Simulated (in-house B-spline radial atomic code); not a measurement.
# The praseodymium ion Pr⁺: [Ar] (3d3/2)4 (3d5/2)5 4s2 4p6 4d10 4f3 5s2 5p6 6s2 (with a hole in an inner shell)

Method: Dirac-Hartree-Fock, average of the jj configuration, Fermi nucleus of rms radius 4.8919 fm. Calculated with an all-electron radial atomic-structure program (B-spline basis).

Z_r = [3n² - l(l+1)]/(2<r>); Z_e = n√(-2ε); the last column is Slater's effective charge. Values are occupation-weighted means over j. An effective charge above Z reflects the relativistic contraction of the inner shells.

```
shell  electrons   ε (eV)  <r> (bohr)    Z_r    Z_e  Slater
   1s          2   -42298     0.02409  62.27  55.76   58.70
   2s          2  -6970.5      0.1024  58.59  45.27   54.85
   2p          6  -6251.9     0.09026  55.40  42.87   54.85
   3s          2  -1582.9      0.2695  50.10  32.36   47.75
   3p          6  -1347.8      0.2673  46.76  29.86   47.75
   3d          9  -1018.3      0.2455  42.77  25.95   38.20
   4s          2  -349.81      0.6141  39.08  20.28   32.10
   4p          6  -269.09      0.6479  35.50  17.79   32.10
   4d         10  -148.98      0.7087  29.63  13.24   20.85
   5s          2  -62.008       1.475  25.42  10.67   11.70
   5p          6  -38.815        1.69  21.59   8.45   11.70
   4f          3  -27.618      0.9223  19.52   5.70   13.30
   6s          2  -11.075       3.946  13.69   5.41    3.85
```

The least bound orbital is 6s1/2 at -11.07 eV, and it is also the most diffuse (<r> = 3.946 bohr). The part-filled 3d shell lies below the filled 6s shell in orbital energy.

For the 1s electron the small component carries 4.78 % of the norm, the zero-frequency Breit interaction raises the level by 116 eV, self-energy by 67.89 eV, and vacuum polarisation lowers it by 10.27 eV.
